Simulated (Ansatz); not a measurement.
```yaml
crystal:
  periodic: [false, false, false]
  atoms:
    - {symbol: Cl, position_ang: [1.542115, -5.227683, -0.012601]}
    - {symbol: B, position_ang: [0.189889, -1.894954, 0.208902]}
    - {symbol: Cl, position_ang: [-3.564183, -2.783905, 2.148808]}
    - {symbol: O, position_ang: [1.484713, 0.454513, 1.410314]}
    - {symbol: B, position_ang: [0.431135, 2.138470, -0.435042]}
    - {symbol: Cl, position_ang: [-1.271327, 4.390057, 0.589695]}
    - {symbol: Cl, position_ang: [3.207849, 2.211122, -2.456653]}
    - {symbol: O, position_ang: [-0.555231, -0.956463, -1.756501]}
    - {symbol: H, position_ang: [1.000815, 0.588748, 2.695150]}
    - {symbol: H, position_ang: [-2.392472, -0.289900, -2.175360]}
basis:
  gaussian: {orbitals: STO-3G}
hamiltonian: {xc: {name: B3LYP5}}
accuracy: high
```

```sh
$ ansatz run in.yaml --threads 4 --pin off --events-out ev --progress --plain --max-ram 11315MiB
```

Output, abridged:

```
Functional definition: B3LYP5
960 factors; integrals over basis functions are off by at most 3.5e-8 eV
mean field evaluation 1: about -54859.2139 eV, gradient 8.7e1 eV
mean field evaluation 2: about -54172.2332 eV, gradient 7.4e1 eV
mean field evaluation 4: about -54644.4258 eV, gradient 6.9e1 eV
mean field evaluation 8: about -54906.3637 eV, gradient 8.3e0 eV
mean field evaluation 16: about -54907.2832 eV, gradient 3.0e-1 eV
mean field evaluation 64: about -54907.2817 eV, gradient 2.2e-1 eV
mean field evaluation 96: about -54907.2775 eV, gradient 2.0e-1 eV
mean field evaluation 128: about -54907.2651 eV, gradient 2.5e-1 eV
mean field evaluation 192: about -54907.2120 eV, gradient 8.2e-1 eV
mean field evaluation 224: about -54907.2795 eV, gradient 1.0e-3 eV
mean field evaluation 288: about -54907.2836 eV, gradient 1.6e-2 eV
mean field -54907.28827491 eV, -2017.8056266064 hartree, gradient 7.9e-8 eV, S^2 0.000000; 13 other end points of the search recorded, 0 dependent functions left out
reference -54907.28834113 eV, -2017.8056290399 hartree; 48, 48 occupied and 10, 10 virtual orbitals, 960 factors
Total energy: -54907.28834113 eV, -2017.8056290399 hartree
```

In this input the coordinates are in bohr but typed as ångström. Self-consistency was reached. The result belongs to that input, not to the molecule as meant.
